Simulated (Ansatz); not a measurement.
C₂H₆ClGa, triplet, at a GFN2-xTB geometry (such geometries of metal compounds can be far from the true shape) (a higher spin typed on purpose: for a closed-shell molecule this is an excited state). Base run: B3LYP/6-31G** in Ansatz (an electronic-structure program).

The Ansatz input:
Ansatz 0.2 input:
```yaml
crystal:
  periodic: [false, false, false]
  atoms:
    - {symbol: Ga, position_ang: [-0.23012450, 0.22160435, 0.51911903]}
    - {symbol: C, position_ang: [-1.81614186, -0.92164488, -0.71698290]}
    - {symbol: H, position_ang: [-1.33738187, -1.16695931, -1.65567350]}
    - {symbol: H, position_ang: [-2.69517065, -0.30122640, -0.82458024]}
    - {symbol: H, position_ang: [-1.98123842, -1.79145481, -0.09160707]}
    - {symbol: C, position_ang: [-0.39486748, 1.73205487, -1.22507154]}
    - {symbol: H, position_ang: [-0.12481540, 1.18943598, -2.12107453]}
    - {symbol: H, position_ang: [0.35198446, 2.46260188, -0.93669328]}
    - {symbol: H, position_ang: [-1.39880982, 2.13337926, -1.24387166]}
    - {symbol: Cl, position_ang: [1.62266749, -0.83870419, 0.14312571]}
basis:
  gaussian:
    orbitals: 6-31G__.json
hamiltonian:
  xc: b3lyp
magnetization: {spin_polarized: true, initial_magnetization: 2}
```
The basis file holds 6-31G** in the JSON format of the Basis Set Exchange.

Variants of this job, named by their change:

```tsv
change	basis functions	E (Eh)
base	114	-2464.61789
basis = cc-pVDZ-DK; relativity = spin-free X2C	103	-2485.28353
basis = cc-pVDZ-DK; relativity = none	103	-2454.61611
basis = ANO-RCC-VDZP; relativity = spin-free X2C	103	-2485.41900
basis = x2c-SVPall; relativity = spin-free X2C; nucleus = Gaussian	108	-2484.79625
basis = cc-pVDZ-DK; relativity = spin-free X2C; nucleus = Gaussian	103	-2485.27340
basis = x2c-SVPall; relativity = none	108	-2457.21202
basis = x2c-SVPall; relativity = spin-free X2C	108	-2484.80529
basis = ANO-RCC-VDZP; relativity = none	103	-2453.52574
basis = ANO-RCC-VDZP; relativity = spin-free X2C; nucleus = Gaussian	103	-2485.40749
```

Absolute energies of different levels of theory aren't comparable as measures of quality.

Ansatz warned in this series: the basis is contracted for relativity, which the run leaves out.

Basis sets contracted for a relativistic Hamiltonian are a mismatch without it, so the rows without relativity aren't non-relativistic limits. No row has spin-orbit coupling; sets with core potentials leave out the core electrons.
